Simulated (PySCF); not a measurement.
Compound: C6H10NOP.
Atom-mapped SMILES: `[CH3:1][c:2]1[o:3][cH:4][p:5][c:6]1[N:7]([CH3:8])[CH3:9]`

Definitions: NICS(0) = −σiso at the ring centroid; NICS(1) = −σiso and NICS(1)zz = −σzz at ±1 Å along the ring normal z. Level: GIAO PBE0/pcSseg-1 (PySCF, non-relativistic, gas phase) on the GFN2-xTB geometry, one conformer.

Ring bond lengths (Å), with Mayer bond orders in brackets: C2–O3 1.343 (1.04), O3–C4 1.335 (1.09), C4–P5 1.705 (1.54), P5–C6 1.792 (1.12), C6–C2 1.370 (1.52).

Problem. Give the NICS values of each ring in ppm.

Solution. 
```tsv
ring	type	NICS(0)	NICS(1), two faces	NICS(1)zz, two faces	rms pucker (Å)	centre to ring atoms, mean (Å)
C2–O3–C4–P5–C6	5-membered ring with O and P; formal bonds all aromatic	-11.7	-10.6 / -10.7	-23.2 / -24.3	0.00	1.28
```

Problem. What do they say, and how far can they be read as aromaticity?

Solution. 
- C2–O3–C4–P5–C6: mean NICS(1)zz -23.7 ppm, shielded.

Problem. And the bond-length index? HOMA = 1 − mean of α(R − Ropt)² over the ring bonds, with Krygowski's 1993 parameters (CC: Ropt 1.388 Å, α 257.7 Å⁻²; CO: Ropt 1.265 Å, α 157.38 Å⁻²; CP: Ropt 1.698 Å, α 118.91 Å⁻²).

Solution. 
- C2–O3–C4–P5–C6: HOMA 0.43; the largest term is that of P5–C6, α(R − Ropt)² = 1.05.

Problem. List the ring angles and the Hirshfeld charges of the ring atoms.

Solution. 
- C2–O3–C4–P5–C6: C2 114.5° (+0.052 e), O3 111.9° (-0.051 e), C4 116.3° (-0.056 e), P5 87.1° (+0.016 e), C6 110.3° (-0.045 e); sum 540.0° against 540° for a flat convex ring.

Problem. How shielded are the nuclei of the rings and their hydrogens (means over atoms taken as equivalent)?

Solution. 
| atoms | environment | σ isotropic (ppm) |
| --- | --- | --- |
| C2 | substituted aromatic carbon | 32.8 |
| O3 | furan-type oxygen | -17.5 |
| C4 | aromatic CH next to a ring oxygen | 4.8 |
| P5 | phosphorus bonded to 2 C | 204.0 |
| C6 | aromatic carbon bearing nitrogen | 22.7 |
| H on C4 | aromatic hydrogen | 23.10 |

Conformer computed: `[CH3:1][c:2]1[o:3][cH:4][p:5][c:6]1[N:7]([CH3:8])[CH3:9]`: P5–C6–N7–C8 115°.
